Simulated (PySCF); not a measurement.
# How methods differ on the excitation energy of Te²⁺

Te²⁺ [Kr] 4d10 5s2 5p2 (3P) → Te²⁺ [Kr] 4d10 5s1 5p2 6s1 (5P), as a difference of total energies. All numbers are calculated (PySCF 2.14, scalar relativity by spin-free X2C-1e, in aug-cc-pVQZ-DK3 (9s8p6d3f2g, 102 functions)). Correlated levels: valence: [Kr] 4d10 frozen. The calculations carry no spin-orbit coupling.

```
           method  excitation energy (cm⁻¹)
              UHF                    159050
    MP2 (valence)                    166430
SCS-MP2 (valence)                    169690
   CCSD (valence)                    167200
CCSD(T) (valence)                    167270
```

A first-order spin-orbit estimate (lowest level to lowest level, LS coupling) adds 0.094 eV.

The promoted electron is Rydberg-like, and one or two diffuse shells describe it only roughly, which tends to raise the upper state.

The coupled-cluster amplitudes are large for the upper state (T1 above 0.03 or a double amplitude above 0.15), so a single reference is strained.
